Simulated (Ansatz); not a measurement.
This geometry of CH3NOSe (7 atoms, charge 0, multiplicity 1) is a first-order saddle point.

The calculation used RKS B3LYP-D4/def2-SVP (Ansatz).

```xyz
7
Properties=species:S:1:pos:R:3
N -0.796 0.852 0.381
C 0.144 -0.209 0.139
O 0.596 -0.962 0.952
Se 0.569 -0.220 -1.748
H -1.622 0.437 0.822
H -0.392 1.465 1.096
H 1.501 -1.363 -1.641
```

Task: Which two structures does it join? (They come from a converged band through this point; their orientation in space is the band's.)

Result: No bond is made or broken. The dihedral H5–N1–C2–Se4 goes from 0 to 180°. The two ends are copies of one structure, up to a mirror image or an exchange of like atoms.

Initial state:

```xyz
7
Properties=species:S:1:pos:R:3
N -0.729 0.683 0.621
C 0.256 -0.164 0.227
O 1.068 -0.676 0.951
Se 0.212 -0.476 -1.736
H -1.387 1.093 -0.027
H -0.794 0.913 1.607
H 1.374 -1.373 -1.642
```

Final state:

```xyz
7
Properties=species:S:1:pos:R:3
N -0.727 0.686 0.620
C 0.258 -0.161 0.227
O 1.070 -0.674 0.950
Se 0.214 -0.473 -1.736
H -0.794 0.912 1.607
H -1.391 1.089 -0.026
H 1.370 -1.378 -1.641
```

Task: How far does it lie above each of them?

Result: 0.59 eV above the first and 0.59 eV above the second. This is the barrier of this one path; another mechanism may lie lower.

The run took 8.4 min on 1 thread of Arm Neoverse V2, on a shared host, peak memory 0.18 GiB.
